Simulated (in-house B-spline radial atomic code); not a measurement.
# I VII (I6+): [Kr] 4d10 5s1

Method: Dirac-Kohn-Sham relativistic LDA, spherical fractional occupations, Fermi nucleus of rms radius 4.75 fm. Calculated with a B-spline radial code for spherical atoms.

Effective charges: Z_r = [3n² - l(l+1)]/(2<r>) from the radius, Z_e = n√(-2ε) from the energy, and Slater's rules. Values are occupation-weighted means over j. An effective charge above Z reflects the relativistic contraction of the inner shells.

```
shell  electrons   ε (eV)  <r> (bohr)    Z_r    Z_e  Slater
   1s          2   -32841     0.02733  54.89  49.13   52.70
   2s          2  -5143.7      0.1171  51.23  38.89   48.85
   2p          6  -4640.4      0.1025  48.80  36.94   48.85
   3s          2  -1098.6      0.3148  42.88  26.96   41.75
   3p          6  -933.67      0.3124  40.02  24.85   41.75
   3d         10   -680.9      0.2889  36.34  21.22   31.85
   4s          2  -253.96      0.7392  32.47  17.28   25.25
   4p          6  -201.69      0.7885  29.17  15.40   25.25
   4d         10  -124.01      0.9027  23.26  12.08   13.85
   5s          1   -82.16       1.693  22.15  12.29    9.70
```

The least bound orbital is 5s1/2 at -82.16 eV, and it is also the most diffuse (<r> = 1.693 bohr).

Spin-orbit splittings of the orbital energies (j = l + 1/2 above j = l - 1/2 when positive): 2p 295.9 eV, 3p 55.73 eV, 3d 11.78 eV, 4p 11.07 eV, 4d 1.781 eV.

For the 1s electron the small component carries 3.78 % of the norm, the zero-frequency Breit interaction raises the level by 81.01 eV, self-energy by 46.44 eV, and vacuum polarisation lowers it by 6.405 eV.
